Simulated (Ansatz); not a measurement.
A set of 12 reactions (ligand exchange), with CCSD(T)/CBS values in kJ/mol:

```csv
reaction,ΔE
`B[SiH2]C(=N)O` + CH₃OH → `B[SiH2]OC` + `N=CO`,-111.1
`[CH3][AlH][O][SiH2]C` + `NBO` → `[CH3][AlH][O]BN` + `C[SiH2]O`,22.5
`N[SiH2][GeH2][NH2]` + H₂S → `N[SiH2][GeH2][SH]` + NH₃,-54.7
`[NH2][Ge][OH]` + CH₃OH → `C[O][Ge][OH]` + NH₃,-35.2
`C=C[SiH](Cl)N[SiH2]Cl` + `N[SiH3]` → `[SiH3]N[SiH2]Cl` + `C=C[SiH](N)Cl`,-6.9
`C[CH2][GaH][Cl]` + `N=C=O` → `O=C=[N][GaH][Cl]` + `CC`,-96.2
`C[Si](C)(C)C` + HCl → `C[Si](C)(C)Cl` + CH₄,-121.2
`[NH]=[V]([NH2])([NH2])[OH]` + NH₃ → `[NH]=[V]([NH2])([NH2])[NH2]` + H₂O,44.8
`[CH3][Al]([F])[GeH3]` + H–F → `[CH3][Al]([F])[F]` + GeH₄,-159.6
`N[SiH2]OCO` + `CCO` → `CCO[SiH2]N` + `OCO`,-8.4
`F[SiH2]CS` + `[BH2][GeH2][OH]` → `[BH2][GeH2][O][SiH2]F` + CH₃SH,-126.1
`[SiH3][NH][AlH][Cl]` + CH₃OH → `C[O][AlH][Cl]` + `N[SiH3]`,-32.1
```

Calculated with Ansatz (gas phase, PBE0-D4/def2-TZVP geometries, no zero-point term in ΔE). CCSD(T)/CBS is the MP2 limit (def2-TZVPP, def2-QZVPP) plus CCSD(T) − MP2 in def2-TZVPP, frozen cores. This one scheme is used for every species. DFT in def2-TZVPP. B3LYP here is the variant with VWN-RPA as its local correlation; programs differ in this. For Ga, Ge, V outer-core shells are correlated without core-valence functions, which leaves a few kJ/mol of doubt a bond. Scalar relativity is left out up to krypton. One conformer a species, not always the lowest.

**Question.** Give the mean, mean absolute and largest difference (level minus CCSD(T)/CBS, kJ/mol) for: B3LYP-D4, ωB97M-V, B2PLYP, PBE, r2SCAN, PBE0, HF/def2-TZVPP, MP2/def2-TZVPP, CCSD/def2-TZVPP, CCSD(T)/def2-TZVPP, HF/def2-QZVPP, MP2/def2-QZVPP, MP2/CBS(def2), CCSD/CBS(def2). (An estimate is asked.)

**Answer.** Ansatz gave: 
```csv
level,mean,mean absolute,largest
B3LYP-D4,-1.1,2.4,7.0
ωB97M-V,-0.2,1.9,6.3
B2PLYP,-2.6,4.3,-10.7
PBE,3.6,5.5,15.0
r2SCAN,-0.8,3.1,11.1
PBE0,1.9,3.7,8.3
HF/def2-TZVPP,-8.5,11.7,-29.6
MP2/def2-TZVPP,-1.2,3.0,-7.8
CCSD/def2-TZVPP,-0.9,3.0,-8.4
CCSD(T)/def2-TZVPP,0.0,1.9,-6.1
HF/def2-QZVPP,-9.2,12.2,-30.2
MP2/def2-QZVPP,-1.4,2.9,-6.9
MP2/CBS(def2),-1.2,2.4,6.3
CCSD/CBS(def2),-1.0,1.5,-3.4
```

The largest T1 diagnostic in the set is 0.032, for `[NH]=[V]([NH2])([NH2])[NH2]` (customary mark 0.02).

CCSD(T)/CBS is a level of theory with its own doubt, and the functionals carry their triple-zeta basis error, so these figures describe this set and don't rank the functionals.
